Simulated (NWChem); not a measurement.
System: C3H7FSi; SMILES FC1([SiH3])CC1

Parts of the log:

```
             Northwest Computational Chemistry Package (NWChem) 7.3.0
             --------------------------------------------------------

                             Geometry "geometry" -> ""
                             -------------------------

 Output coordinates in angstroms (scale by  1.889725989 to convert to a.u.)

  No.       Tag          Charge          X              Y              Z
 ---- ---------------- ---------- -------------- -------------- --------------
    1 F                    9.0000     1.50270800     0.61599200     0.00000000
    2 C                    6.0000     0.16225300     0.30541000     0.00000000
    3 Si                  14.0000    -0.13223100    -1.55587800     0.00000000
    4 C                    6.0000    -0.70626100     1.26944000     0.75026400
    5 C                    6.0000    -0.70626100     1.26944000    -0.75026400
    6 H                    1.0000     0.47046500    -2.17475800    -1.21751300
    7 H                    1.0000    -1.60975200    -1.78538500     0.00000000
    8 H                    1.0000     0.47046500    -2.17475800     1.21751300
    9 H                    1.0000    -0.17178300     2.08120700     1.25098600
   10 H                    1.0000    -1.58011100     0.89286400     1.29003800
   11 H                    1.0000    -0.17178300     2.08120700    -1.25098600
   12 H                    1.0000    -1.58011100     0.89286400    -1.29003800

 Effective nuclear repulsion energy (a.u.)     229.8690665660

  xc_inp: hfexch multiplicative factor not found.
                              NWChem Property Module
                              ----------------------

  itol2e modified to match energy
  convergence criterion.

                                 NWChem DFT Module
                                 -----------------

 Summary of "ao basis" -> "ao basis" (spherical)
 ------------------------------------------------------------------------------
       Tag                 Description            Shells   Functions and Types
 ---------------- ------------------------------  ------  ---------------------
 F                           sto-3g                  3        5   2s1p
 C                           sto-3g                  3        5   2s1p
 Si                          sto-3g                  5        9   3s2p
 H                           sto-3g                  1        1   1s

  itol2e modified to match energy
  convergence criterion.

[...]

          -----------------------------------------
          Chemical Shielding Tensors (GIAO, in ppm)
          -----------------------------------------

                                NWChem CPHF Module
                                ------------------

  scftype          =     RHF
  nclosed          =       24
  nopen            =        0
  variables        =      288
  # of vectors     =        3
  tolerance        = 0.10D-03
  level shift      = 0.00D+00
  max iterations   =       50
  max subspace     =       30

 SCF residual:    2.7436485599795939E-005

Iterative solution of linear equations
  No. of variables      288
  No. of equations        3
  Maximum subspace       30
        Iterations       50
       Convergence  1.0D-04

   iter   nsub   residual    time
   ----  ------  --------  ---------
     1      3    1.77D+00       4.5
     2      6    6.80D-02       4.8
     3      9    9.97D-03       5.1
     4     12    3.43D-03       5.4
     5     15    6.60D-04       5.7
     6     18    8.91D-05       6.0

      Atom:    1  F
        Diamagnetic
    486.2453      9.9599      0.0000
      9.9599    443.5858     -0.0000
      0.0000     -0.0000    439.1609

        Paramagnetic
    -36.2418      2.3581      0.0000
      2.3581     56.6523     -0.0000
      0.0000     -0.0000     58.7730

        Total Shielding Tensor
    450.0035     12.3181      0.0000
     12.3181    500.2381     -0.0000
      0.0000     -0.0000    497.9339

           isotropic =     482.7252
          anisotropy =      30.5563

          Principal Components and Axis System
                 1           2           3
              503.0960    497.9339    447.1456

      1         0.2260      0.0000      0.9741
      2         0.9741      0.0000     -0.2260
      3        -0.0000      1.0000      0.0000

      Atom:    2  C
        Diamagnetic
    253.3978     -3.5895      0.0000
     -3.5895    259.8269     -0.0000
      0.0000     -0.0000    242.9898

        Paramagnetic
      0.2365     40.0557     -0.0000
     40.0557    -77.0644     -0.0000
     -0.0000     -0.0000    -62.6167

        Total Shielding Tensor
    253.6343     36.4662     -0.0000
     36.4662    182.7626     -0.0000
     -0.0000     -0.0000    180.3731

           isotropic =     205.5900
          anisotropy =      95.1842

          Principal Components and Axis System
                 1           2           3
              269.0461    180.3731    167.3508

      1         0.9211      0.0000     -0.3893
      2         0.3893      0.0000      0.9211
      3         0.0000      1.0000      0.0000

      Atom:    3  Si
        Diamagnetic
    865.6849      0.8384     -0.0000
      0.8384    873.5915      0.0000
     -0.0000      0.0000    864.8102

        Paramagnetic
   -251.3604      9.9310      0.0000
      9.9310   -211.3251      0.0000
      0.0000      0.0000   -243.9714

        Total Shielding Tensor
    614.3245     10.7694      0.0000
     10.7694    662.2664      0.0000
      0.0000      0.0000    620.8387

           isotropic =     632.4765
          anisotropy =      48.1468

          Principal Components and Axis System
                 1           2           3
              664.5744    620.8387    612.0165

      1         0.2096      0.0000      0.9778
      2         0.9778     -0.0000     -0.2096
      3         0.0000      1.0000     -0.0000

      Atom:    4  C
        Diamagnetic
    246.4075     -1.6626     -4.5527
     -1.6626    247.7658      5.2551
     -4.5527      5.2551    252.8611

[...]
```

Level: Hartree-Fock/STO-3G, GIAO. STO-3G and 3-21G are far too small for this property and stand as cheap habits. Geometry: optimised at PBE0/def2-SVP. Not confirmed as a minimum by frequencies. The output numbers the shielded atoms by their place in the input's list. The printed shielding anisotropy is the first printed principal value minus the mean of the other two.

Task: Reconstruct the input file.

Result: Several could match; the one computed here: the input that was run:
```
start job
memory heap 200 mb stack 900 mb global 1100 mb
geometry units angstroms noautosym nocenter noautoz
  F      1.502708     0.615992     0.000000
  C      0.162253     0.305410     0.000000
  Si    -0.132231    -1.555878     0.000000
  C     -0.706261     1.269440     0.750264
  C     -0.706261     1.269440    -0.750264
  H      0.470465    -2.174758    -1.217513
  H     -1.609752    -1.785385     0.000000
  H      0.470465    -2.174758     1.217513
  H     -0.171783     2.081207     1.250986
  H     -1.580111     0.892864     1.290038
  H     -0.171783     2.081207    -1.250986
  H     -1.580111     0.892864    -1.290038
end
basis spherical
  * library sto-3g
end
dft
  xc hfexch
  iterations 150
end
property
  shielding 8 1 2 3 4 6 7 9 10
end
task dft property
```
